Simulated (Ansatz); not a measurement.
`O[C@@H]1S[Si@@H]1O` + H–F → `O[Si@H]1S[C@H]1F` + H₂O  (substitution at a C–O bond)

Program: Ansatz. Geometries: PBE0-D4/def2-TZVP. ΔE: electronic, gas phase. CCSD(T)/CBS adds triple-zeta CCSD(T) − MP2 to the extrapolated MP2 energy (def2 sets, frozen cores). This one scheme is used for every species. Functionals use def2-TZVPP. B3LYP here is the variant with VWN-RPA as its local correlation; programs differ in this. Each species was taken in one conformer, which may not be the lowest.

`O[C@@H]1S[Si@@H]1O`:

Cartesian coordinates in Å:
```
O -0.101 1.183 1.165
C 0.711 0.536 0.250
S 0.295 0.824 -1.597
Si -0.001 -0.954 -0.562
O -1.481 -1.466 -0.114
H 0.101 2.124 1.163
H 1.778 0.690 0.402
H 0.781 -2.152 -0.906
H -2.083 -0.785 0.198
```

H–F:

Z-matrix (Å, degrees):
```
F
H 1 0.920
```

`O[Si@H]1S[C@H]1F`:

Z-matrix (Å, degrees):
```
Si
S 1 2.084
C 1 1.845 2 56.1
O 1 1.627 2 122.1 3 106.6
H 1 1.471 2 120.6 3 -112.7
F 3 1.373 1 117.7 2 106.5
H 3 1.086 1 127.2 2 -102.6
H 4 0.961 1 117.1 2 -34.1
```

H₂O:

```xyz
3

O     0.139    0.013    0.363
H    -0.391   -0.681   -0.035
H     0.252    0.668   -0.328
```

```json
{"level": "PBE-D4", "ΔE (kcal/mol)": "2.0", "difference from CCSD(T)/CBS": "-0.9"}
{"level": "r2SCAN-D4", "ΔE (kcal/mol)": "1.6", "difference from CCSD(T)/CBS": "-1.3"}
{"level": "PBE0-D4", "ΔE (kcal/mol)": "2.5", "difference from CCSD(T)/CBS": "-0.4"}
{"level": "B3LYP-D4", "ΔE (kcal/mol)": "1.8", "difference from CCSD(T)/CBS": "-1.1"}
{"level": "ωB97M-V", "ΔE (kcal/mol)": "1.6", "difference from CCSD(T)/CBS": "-1.3"}
{"level": "B2PLYP", "ΔE (kcal/mol)": "2.0", "difference from CCSD(T)/CBS": "-0.9"}
{"level": "r2SCAN", "ΔE (kcal/mol)": "1.4", "difference from CCSD(T)/CBS": "-1.5"}
{"level": "B3LYP", "ΔE (kcal/mol)": "0.9", "difference from CCSD(T)/CBS": "-2.0"}
{"level": "HF/def2-TZVPP", "ΔE (kcal/mol)": "1.1", "difference from CCSD(T)/CBS": "-1.8"}
{"level": "MP2/def2-TZVPP", "ΔE (kcal/mol)": "4.2", "difference from CCSD(T)/CBS": "1.3"}
{"level": "SCS-MP2/def2-TZVPP", "ΔE (kcal/mol)": "3.2", "difference from CCSD(T)/CBS": "0.3"}
{"level": "HF/def2-QZVPP", "ΔE (kcal/mol)": "1.0", "difference from CCSD(T)/CBS": "-1.9"}
{"level": "MP2/def2-QZVPP", "ΔE (kcal/mol)": "4.1", "difference from CCSD(T)/CBS": "1.2"}
{"level": "HF/CBS(def2)", "ΔE (kcal/mol)": "1.0", "difference from CCSD(T)/CBS": "-1.9"}
{"level": "MP2/CBS(def2)", "ΔE (kcal/mol)": "4.1", "difference from CCSD(T)/CBS": "1.2"}
{"level": "CCSD/CBS(def2)", "ΔE (kcal/mol)": "2.6", "difference from CCSD(T)/CBS": "-0.3"}
{"level": "CCSD(T)/CBS", "ΔE (kcal/mol)": "2.9", "difference from CCSD(T)/CBS": "0"}
```

Largest T1 diagnostic among the species: 0.013.

The D4 term adds +0.9 kcal/mol with B3LYP and +0.5 kcal/mol with PBE0; it sums over pairs of atoms, weighted by their polarisabilities, and B3LYP, whose exchange is more repulsive, gets the larger term. In def2-TZVPP, CCSD(T) changes the Hartree–Fock value by +2.0 kcal/mol (the triples alone add +0.3 kcal/mol) and MP2 by +3.1 kcal/mol.
